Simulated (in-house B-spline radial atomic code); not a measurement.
Settings and results of a run for Cl III (Cl2+) (an excited or competing configuration). All numbers are computed (non-relativistic PBE0, spin-polarised, spherical fractional occupations, exact exchange averaged over the configuration; point nucleus) with an all-electron radial atomic-structure program (B-spline basis), not measured.

Command:
```bash
python run_scf.py task.json out
```
Settings:
```
Z                17
configuration    [Ne] 3s2 3p2 3d1
hamiltonian      nr
method           pbe0
spin_polarised   True
exact_exchange   averaged over the configuration
```

Output (hartree, bohr):
```
 radial grid: 46 intervals, B-splines of order 8, outer radius 25.5556 bohr

 iter        energy (Eh)    residual
    1        -456.138781    2.59e-01
    2        -457.697170    1.02e-01
    3        -457.955168    2.75e-02
    4        -457.980754    1.01e-02
    5        -457.982972    3.81e-03
    6        -457.983407    1.97e-04
    7        -457.983408    3.23e-05
    8        -457.983408    1.83e-06
    9        -457.983408    1.14e-07

 total energy                      -457.98341
 kinetic                             457.4922
 electron-nucleus                  -1074.1829
 Hartree                             185.7686
 exact exchange                       -6.5546
 exchange-correlation                -20.5067

 orbital      occ     eigenvalue          <r>       <r^2>       <1/r>       r_max
 1s up      1.000      -102.9643     0.091382   0.0112223     16.5535     0.05992
 1s down    1.000      -102.9461    0.0913678   0.0112185     16.5555     0.05992
 2s up      1.000       -10.7147      0.44434    0.234362     3.29931      0.3628
 2s down    1.000       -10.6921     0.443908    0.233708     3.30014      0.3629
 2p up      3.000        -8.4539     0.406036    0.205164     3.20631      0.3019
 2p down    3.000        -8.4214     0.405787    0.204651     3.20582      0.3023
 3s up      1.000        -1.8466      1.43349     2.35336    0.958234       1.248
 3s down    1.000        -1.6691      1.43995     2.38383    0.957642       1.242
 3p up      2.000        -1.3384      1.57278     2.87389     0.85618       1.339
 3d up      1.000        -0.6411      2.03536     5.00411    0.614139       1.587
```

Time taken, with all properties: 0.2 s on 1 thread of Arm Neoverse N1, on a shared host.
